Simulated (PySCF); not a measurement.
**Distorted geometries of La(NO2)3**

La(NO2)3 (singlet). PySCF 2.14.0, RKS TPSS, La lcecp-1-SVP with ECP46, O def2-SVP, N def2-SVP; non-relativistic Hamiltonian with scalar-relativistic core potentials where named; density fitting; no spin-orbit coupling. Relaxed geometry:

```xyz
10

La    0.0000    0.0000    0.0000
O     2.2544    0.0000    1.0614
O     2.2544    0.0000   -1.0614
N     2.9649    0.0000    0.0000
O    -1.1272    1.9524    1.0614
O    -1.1272    1.9524   -1.0614
N    -1.4824    2.5676    0.0000
O    -1.1272   -1.9524    1.0614
O    -1.1272   -1.9524   -1.0614
N    -1.4824   -2.5676    0.0000
```

Task: Order these distorted geometries by energy above the relaxed one, lowest first.
A.
```xyz
10

La   -0.0203   -0.0350    0.0073
O     2.2327   -0.0002    1.0747
O     2.2619    0.0270   -1.1080
N     2.9384    0.0040    0.0398
O    -1.0704    1.9663    1.0805
O    -1.1023    1.9825   -1.0497
N    -1.4990    2.5727   -0.0187
O    -1.1400   -1.9652    1.0518
O    -1.1122   -1.9823   -1.0576
N    -1.4888   -2.5699   -0.0202
```
B.
```xyz
10

La   -0.0839   -0.0529    0.0440
O     2.2075   -0.0398    1.1046
O     2.2314    0.1648   -0.8801
N     2.9576   -0.0648   -0.0554
O    -1.0670    1.9931    1.0516
O    -1.2592    1.9485   -1.2656
N    -1.2700    2.4790    0.0183
O    -0.9974   -1.9392    1.0812
O    -1.3184   -1.7275   -1.0850
N    -1.4005   -2.7612   -0.0136
```
C.
```xyz
10

La    0.1205   -0.0511   -0.0232
O     2.2940    0.0162    1.1207
O     2.2604   -0.0581   -1.0697
N     2.8472    0.0610    0.0124
O    -1.0866    1.9328    1.1300
O    -1.1537    1.9749   -1.0300
N    -1.5262    2.6336   -0.0061
O    -1.1954   -1.9850    1.1479
O    -1.0621   -2.0553   -1.0978
N    -1.4982   -2.4689   -0.1842
```

Result: A (0.18 eV), C (2.59 eV), B (3.93 eV).

Task: Which forces (eV/Å) act in the one that lies 2.59 eV up?

Result: 
```
La   -2.69   0.64   1.50
O    -2.71  -0.33   0.58
O    -2.53  -0.45  -1.31
N     6.84   0.84   0.45
O    -0.87   1.61  -2.55
O    -0.40   0.75   0.24
N     2.03  -3.42   1.99
O     1.30   1.35  -3.46
O     6.70   6.71 -11.03
N    -7.66  -7.71  13.60
```
Forces carry noise of the integration grid, about 0.01 to 0.03 eV/Å.

No frequency check is given that shows the relaxed geometry to be a minimum.
